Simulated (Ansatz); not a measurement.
Steps of a relaxation of `CN[Si](Cl)(Cl)NC` with RKS PBE-D4/def2-SVP.

```sh
$ ansatz run in.yaml --threads 2 --pin off --events-out ev --progress --plain --max-ram 32768MiB --backend cpu
```

```yaml
crystal:
  periodic: [false, false, false]
  atoms:
    - {symbol: C, position_ang: [-0.566800, 1.545500, -2.075300]}
    - {symbol: N, position_ang: [0.101900, 0.951400, -0.999200]}
    - {symbol: Si, position_ang: [-0.543300, -0.263300, -0.026600]}
    - {symbol: Cl, position_ang: [-0.888300, -1.922700, -1.074400]}
    - {symbol: Cl, position_ang: [-2.159000, 0.315200, 0.988700]}
    - {symbol: N, position_ang: [0.810000, -0.472000, 1.007400]}
    - {symbol: C, position_ang: [0.903500, -1.458300, 2.089300]}
    - {symbol: H, position_ang: [-0.829100, 0.894000, -2.885900]}
    - {symbol: H, position_ang: [-1.532500, 2.085900, -1.694600]}
    - {symbol: H, position_ang: [0.010600, 2.375000, -2.507000]}
    - {symbol: H, position_ang: [0.977200, 0.595900, -1.334100]}
    - {symbol: H, position_ang: [1.039600, 0.440600, 1.402700]}
    - {symbol: H, position_ang: [0.077600, -1.236100, 2.843100]}
    - {symbol: H, position_ang: [1.837400, -1.403900, 2.576000]}
    - {symbol: H, position_ang: [0.739600, -2.498100, 1.719400]}
basis:
  gaussian: {orbitals: def2-SVP}
hamiltonian: {xc: pbe, dispersion: d4}
relax: {f_tol: 0.03, max_steps: 200}
```

Positions (Å) and forces (eV/Å) along the path, 8 of 9 steps:

```xyz
15
step=1 energy=-38076.1659 eV
C    -0.567    1.546   -2.075   -2.217    2.857    0.303
N     0.102    0.951   -0.999    0.156    0.509    0.249
Si   -0.543   -0.263   -0.027    1.725    0.240    0.835
Cl   -0.888   -1.923   -1.074   -0.560   -1.718   -0.789
Cl   -2.159    0.315    0.989   -1.672    0.510    0.652
N     0.810   -0.472    1.007    0.556   -0.876    0.674
C     0.903   -1.458    2.089   -2.832    0.184   -0.615
H    -0.829    0.894   -2.886   -0.533   -0.952   -1.089
H    -1.532    2.086   -1.695    1.074   -0.888   -0.600
H     0.011    2.375   -2.507    0.337    0.293   -0.201
H     0.977    0.596   -1.334    1.281   -0.313   -0.015
H     1.040    0.441    1.403    0.199    0.361   -0.148
H     0.078   -1.236    2.843    0.623   -0.490   -0.110
H     1.837   -1.404    2.576    1.772    0.036    0.878
H     0.740   -2.498    1.719    0.090    0.247   -0.025
15
step=2 energy=-38076.7828 eV
C    -0.610    1.604   -2.130   -1.101    1.032   -0.056
N     0.112    1.007   -1.042    0.459   -0.205   -0.031
Si   -0.462   -0.242   -0.019   -0.121   -0.311    0.299
Cl   -0.931   -2.023   -1.007    0.069   -0.008    0.095
Cl   -2.241    0.338    0.905    0.025    0.080   -0.082
N     0.862   -0.507    1.061   -0.100    0.014    0.478
C     0.878   -1.490    2.153   -0.742    0.019   -0.242
H    -0.870    0.921   -2.957   -0.049   -0.305   -0.256
H    -1.584    2.052   -1.766    0.523   -0.359   -0.107
H    -0.056    2.459   -2.570    0.129   -0.018    0.038
H     1.056    0.731   -1.338    0.145    0.129    0.062
H     1.179    0.411    1.406    0.066   -0.083   -0.129
H     0.107   -1.299    2.951    0.234   -0.024   -0.232
H     1.863   -1.504    2.632    0.412   -0.057    0.165
H     0.677   -2.507    1.749    0.052    0.095   -0.004
15
step=3 energy=-38076.8618 eV
C    -0.646    1.615   -2.152   -0.172    0.111   -0.126
N     0.120    1.011   -1.074    0.433   -0.299   -0.030
Si   -0.431   -0.228   -0.008   -0.070   -0.072    0.023
Cl   -0.868   -2.060   -0.929    0.009    0.092    0.111
Cl   -2.230    0.417    0.851    0.088   -0.035   -0.097
N     0.865   -0.501    1.104   -0.142    0.280    0.146
C     0.856   -1.511    2.162    0.086   -0.008   -0.117
H    -0.882    0.919   -2.994    0.059    0.026    0.045
H    -1.616    1.992   -1.765    0.030   -0.043    0.060
H    -0.108    2.491   -2.575   -0.009   -0.055    0.049
H     1.096    0.800   -1.344   -0.249    0.164    0.007
H     1.232    0.407    1.429    0.005   -0.189   -0.019
H     0.113   -1.315    2.971    0.024    0.015   -0.005
H     1.863   -1.586    2.629   -0.100   -0.028   -0.052
H     0.616   -2.502    1.724    0.010    0.042    0.005
15
step=5 energy=-38076.8989 eV
C    -0.667    1.616   -2.152    0.304   -0.248    0.137
N     0.178    0.930   -1.162   -0.322   -0.081   -0.020
Si   -0.407   -0.217   -0.007    0.229    0.207   -0.090
Cl   -0.783   -2.153   -0.737   -0.092    0.205    0.053
Cl   -2.241    0.571    0.658    0.113   -0.199   -0.054
N     0.810   -0.416    1.200   -0.239   -0.096   -0.112
C     0.844   -1.520    2.154    0.274   -0.016    0.055
H    -0.892    0.987   -3.051    0.008    0.127    0.122
H    -1.628    1.884   -1.667    0.051    0.021   -0.104
H    -0.176    2.551   -2.498   -0.068   -0.032    0.039
H     1.145    0.768   -1.464   -0.084    0.004   -0.040
H     1.202    0.465    1.545   -0.005   -0.020    0.059
H     0.169   -1.382    3.031    0.004   -0.010   -0.038
H     1.878   -1.678    2.546   -0.164    0.054   -0.096
H     0.548   -2.456    1.634   -0.009    0.084    0.088
15
step=6 energy=-38076.9125 eV
C    -0.637    1.639   -2.156   -0.150    0.004    0.010
N     0.142    0.861   -1.206    0.411    0.125   -0.212
Si   -0.419   -0.222   -0.011   -0.463   -0.260   -0.007
Cl   -0.819   -2.161   -0.689   -0.008   -0.034   -0.017
Cl   -2.271    0.536    0.603   -0.033    0.020    0.008
N     0.733   -0.409    1.236    0.332    0.269    0.221
C     0.881   -1.515    2.168   -0.082   -0.117   -0.018
H    -0.860    1.094   -3.104    0.036    0.009    0.029
H    -1.607    1.907   -1.695   -0.031    0.028   -0.010
H    -0.118    2.586   -2.418    0.005   -0.009    0.014
H     1.088    0.658   -1.548   -0.027   -0.010    0.115
H     1.093    0.475    1.613   -0.019   -0.024   -0.109
H     0.263   -1.407    3.090    0.033    0.018   -0.022
H     1.941   -1.638    2.477   -0.004    0.014   -0.011
H     0.569   -2.453    1.671    0.002   -0.034    0.009
15
step=7 energy=-38076.9297 eV
C    -0.631    1.633   -2.146   -0.004    0.015   -0.041
N     0.147    0.867   -1.185   -0.016   -0.027    0.062
Si   -0.447   -0.237   -0.012   -0.030   -0.016   -0.004
Cl   -0.847   -2.172   -0.701   -0.013   -0.004    0.007
Cl   -2.295    0.522    0.611   -0.010   -0.008   -0.007
N     0.743   -0.409    1.214   -0.030    0.004   -0.062
C     0.881   -1.506    2.159    0.008   -0.011    0.041
H    -0.813    1.091   -3.104    0.008    0.013    0.004
H    -1.620    1.875   -1.710    0.010   -0.001    0.004
H    -0.129    2.594   -2.388   -0.013   -0.005    0.004
H     1.105    0.672   -1.488    0.043    0.011   -0.005
H     1.116    0.482    1.554    0.035    0.029    0.008
H     0.288   -1.367    3.093    0.016   -0.001   -0.003
H     1.944   -1.650    2.448   -0.011   -0.008   -0.005
H     0.536   -2.446    1.684    0.006    0.009   -0.003
15
step=8 energy=-38076.9327 eV
C    -0.625    1.633   -2.148   -0.017    0.006    0.007
N     0.137    0.860   -1.179   -0.001    0.013   -0.001
Si   -0.466   -0.247   -0.012   -0.029   -0.015   -0.002
Cl   -0.877   -2.185   -0.688    0.010    0.008    0.004
Cl   -2.322    0.506    0.596    0.013    0.004   -0.003
N     0.731   -0.412    1.208    0.009   -0.008    0.002
C     0.885   -1.501    2.161   -0.004   -0.018   -0.008
H    -0.763    1.112   -3.124    0.013    0.004    0.010
H    -1.631    1.846   -1.739    0.004   -0.013    0.001
H    -0.138    2.611   -2.349    0.008   -0.007    0.002
H     1.112    0.698   -1.446    0.002   -0.012    0.002
H     1.143    0.474    1.515   -0.009    0.009   -0.002
H     0.333   -1.340    3.116    0.012    0.008   -0.010
H     1.955   -1.666    2.409   -0.001    0.011   -0.002
H     0.505   -2.440    1.711   -0.009    0.011   -0.001
15
step=9 energy=-38076.9333 eV
C    -0.621    1.633   -2.145   -0.005    0.009   -0.015
N     0.133    0.854   -1.176    0.005    0.002   -0.007
Si   -0.476   -0.252   -0.013    0.006    0.004    0.003
Cl   -0.884   -2.192   -0.682    0.001    0.003    0.000
Cl   -2.330    0.505    0.591    0.001    0.000   -0.001
N     0.724   -0.412    1.204    0.006   -0.003    0.010
C     0.887   -1.498    2.158    0.004   -0.006    0.007
H    -0.738    1.123   -3.130    0.003    0.012    0.016
H    -1.636    1.831   -1.748    0.013   -0.003   -0.008
H    -0.138    2.618   -2.327   -0.013   -0.011    0.002
H     1.111    0.694   -1.436   -0.010   -0.009    0.003
H     1.138    0.476    1.506   -0.012   -0.002   -0.004
H     0.356   -1.326    3.123    0.010   -0.004   -0.013
H     1.962   -1.669    2.386   -0.015   -0.005   -0.003
H     0.490   -2.435    1.719    0.006    0.014    0.010
```

It took 34 s on 2 threads of an AMD EPYC 7R13 on a shared host, with 0.25 GiB of host memory at the peak.
